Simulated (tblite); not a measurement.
Compound: C₄H₁₁ClGeO₂.
SMILES with atom numbers: `[CH3:1][CH2:2][O:3][C@H:4]([CH2:5][Cl:6])[O:7][GeH3:8]` (hydrogens: H9, H10, H11 on C1; H12, H13 on C2; H14 on C4; H15, H16 on C5; H17, H18, H19 on Ge8)

Computed with GFN2-xTB (tblite), gas phase: L-BFGS steps from a force-field or distance-geometry start until the largest atomic force falls under 0.01 eV/Å.

Step 106: E = -783.7161 eV
```
atom  x, y, z in Å  |  force x, y, z in eV/Å
C1      2.5629   -0.7426    0.5555    0.028   0.026  -0.016
C2      1.1982   -0.7262   -0.1130   -0.011   0.018  -0.021
O3      0.5581    0.5022    0.1830    0.062  -0.028   0.117
C4     -0.5943    0.7826   -0.5368    0.079   0.030  -0.027
C5     -0.7785    2.2973   -0.5278    0.011   0.063   0.029
Cl6     0.4269    3.0857   -1.5466   -0.027  -0.051   0.017
O7     -1.7559    0.2585    0.0194    0.028  -0.073   0.005
Ge8    -2.1982   -1.3388    0.5794   -0.106   0.067   0.071
H9      3.1869    0.0427    0.1339   -0.048   0.022   0.098
H10     2.4448   -0.5772    1.6244    0.063   0.007  -0.078
H11     3.0532   -1.6997    0.3863   -0.091   0.030   0.028
H12     0.5901   -1.5646    0.2621   -0.042  -0.096  -0.046
H13     1.3074   -0.8254   -1.2023   -0.032  -0.037  -0.028
H14    -0.4874    0.4238   -1.5743    0.024  -0.039  -0.102
H15    -0.6497    2.6553    0.4924   -0.008   0.038   0.010
H16    -1.7683    2.5447   -0.9037   -0.027   0.045  -0.026
H17    -2.0256   -2.3567   -0.5181    0.077  -0.001   0.016
H18    -3.6282   -1.0246    0.8511   -0.025  -0.036   0.021
H19    -1.4522   -1.7274    1.8275    0.045   0.017  -0.067
```

Step 107: E = -783.7228 eV
```
atom  x, y, z in Å  |  force x, y, z in eV/Å
C1      2.5400   -0.7723    0.5374   -0.027   0.087   0.012
C2      1.1822   -0.7309   -0.1464   -0.109   0.000   0.000
O3      0.5150    0.4742    0.2039    0.030  -0.125  -0.006
C4     -0.5992    0.7887   -0.5656    0.065   0.043   0.052
C5     -0.7917    2.3020   -0.5209   -0.067   0.206   0.055
Cl6     0.5105    3.1314   -1.4046   -0.259  -0.175   0.165
O7     -1.7900    0.2427   -0.0889    0.171  -0.082  -0.058
Ge8    -2.1579   -1.3160    0.6173    0.046  -0.101   0.159
H9      3.1811    0.0168    0.1493   -0.061  -0.006   0.025
H10     2.4060   -0.6143    1.6051    0.058  -0.067  -0.040
H11     3.0192   -1.7339    0.3580   -0.089   0.079   0.051
H12     0.5731   -1.5967    0.1816    0.091   0.042  -0.130
H13     1.3043   -0.7665   -1.2404   -0.037  -0.074   0.063
H14    -0.4417    0.4690   -1.6105    0.022  -0.039  -0.042
H15    -0.7671    2.6326    0.5260   -0.003  -0.037  -0.302
H16    -1.7521    2.5457   -0.9914    0.258   0.055   0.122
H17    -1.9241   -2.4436   -0.3737    0.048   0.131   0.088
H18    -3.6012   -1.0473    0.8373   -0.107  -0.018   0.033
H19    -1.4162   -1.5723    1.9189   -0.029   0.080  -0.247
```

Problem. Estimate the geometry and energy of step 108. (The exact step hangs on the optimiser's Hessian estimate; all steps are aligned on step 107, rigid shifts and turns removed.)

Solution. E = -783.7304 eV, largest force 0.194 eV/Å
```
atom  x, y, z in Å  |  force x, y, z in eV/Å
C1      2.5433   -0.7641    0.5438   -0.053   0.064   0.020
C2      1.1810   -0.7351   -0.1309   -0.078   0.003   0.000
O3      0.5222    0.4767    0.2055   -0.002  -0.054   0.006
C4     -0.5982    0.7890   -0.5560    0.047   0.014   0.019
C5     -0.7856    2.3051   -0.5202   -0.009  -0.002   0.022
Cl6     0.4749    3.1119   -1.4553   -0.030  -0.043   0.022
O7     -1.7848    0.2481   -0.0637    0.127  -0.002  -0.072
Ge8    -2.1671   -1.3220    0.5980    0.042  -0.065   0.178
H9      3.1810    0.0145    0.1359   -0.012   0.042  -0.014
H10     2.4161   -0.5792    1.6070    0.048  -0.074   0.002
H11     3.0205   -1.7294    0.3856   -0.079   0.056   0.041
H12     0.5760   -1.5945    0.2148    0.054   0.010  -0.107
H13     1.2933   -0.7903   -1.2236   -0.025  -0.065   0.013
H14    -0.4499    0.4613   -1.6015    0.013  -0.026  -0.005
H15    -0.7176    2.6466    0.5125   -0.016   0.012  -0.029
H16    -1.7538    2.5539   -0.9535    0.033   0.048   0.025
H17    -1.9518   -2.4040   -0.4300    0.065   0.013   0.007
H18    -3.6047   -1.0628    0.8533   -0.117   0.013   0.027
H19    -1.4047   -1.6167    1.8706   -0.009   0.057  -0.155
```

The energy changes by -0.0076 eV. The first-order estimate −F·Δx gives -0.0166 eV and the mean of the old and new forces, exact on a quadratic surface, -0.0081 eV. The step makes an angle of 83° with the force vector and moves no atom by more than 0.074 Å.

What follows is the cost of the whole relaxation. The run took 1.7 s on Arm Neoverse V2, one thread, shared host with 48 logical CPUs at a one-minute load of 28.
